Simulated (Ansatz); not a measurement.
Relaxation of ClGaH5N (8 atoms, charge 0, multiplicity 1), to a largest force component of 0.03 eV/Å in at most 50 steps.

Method: Ansatz, RHF/def2-SVP.

```xyz
8
Properties=species:S:1:pos:R:3
Ga 0.023 -0.198 0.156
N 0.007 -0.148 2.051
H -0.785 -0.465 2.580
H 0.847 -0.257 2.590
H 1.410 -0.051 -0.552
H -1.367 -0.403 -0.531
Cl -0.347 3.115 1.011
H -0.276 2.080 1.841
```

Problem. Where does it end, and by what steps?

Solution. The forces met the threshold. After 8 steps the energy has fallen by 0.072 eV; Cl7 moved furthest, 0.41 Å.

```json
{"step": "0", "energy less start (eV)": "0.0000", "largest force component (eV/Å)": "1.012", "accepted": "yes"}
{"step": "1", "energy less start (eV)": "-0.0409", "largest force component (eV/Å)": "0.448", "accepted": "yes"}
{"step": "2", "energy less start (eV)": "-0.0184", "largest force component (eV/Å)": "1.094", "accepted": "no"}
{"step": "3", "energy less start (eV)": "-0.0533", "largest force component (eV/Å)": "0.471", "accepted": "yes"}
{"step": "4", "energy less start (eV)": "-0.0618", "largest force component (eV/Å)": "0.440", "accepted": "yes"}
{"step": "5", "energy less start (eV)": "-0.0663", "largest force component (eV/Å)": "0.214", "accepted": "yes"}
{"step": "6", "energy less start (eV)": "-0.0690", "largest force component (eV/Å)": "0.119", "accepted": "yes"}
{"step": "7", "energy less start (eV)": "-0.0716", "largest force component (eV/Å)": "0.047", "accepted": "yes"}
{"step": "8", "energy less start (eV)": "-0.0720", "largest force component (eV/Å)": "0.008", "accepted": "yes"}
```

```xyz
8
Properties=species:S:1:pos:R:3
Ga 0.034 -0.324 0.122
N -0.002 -0.050 1.945
H -0.801 -0.302 2.498
H 0.830 -0.110 2.502
H 1.433 -0.254 -0.577
H -1.339 -0.581 -0.584
Cl -0.393 3.246 1.393
H -0.251 2.048 1.845
```

Whether the end is a true minimum wasn't checked by a vibrational analysis.

Time of the run: 15 s on 1 thread of Arm Neoverse V2 (shared host), peak memory 0.17 GiB.
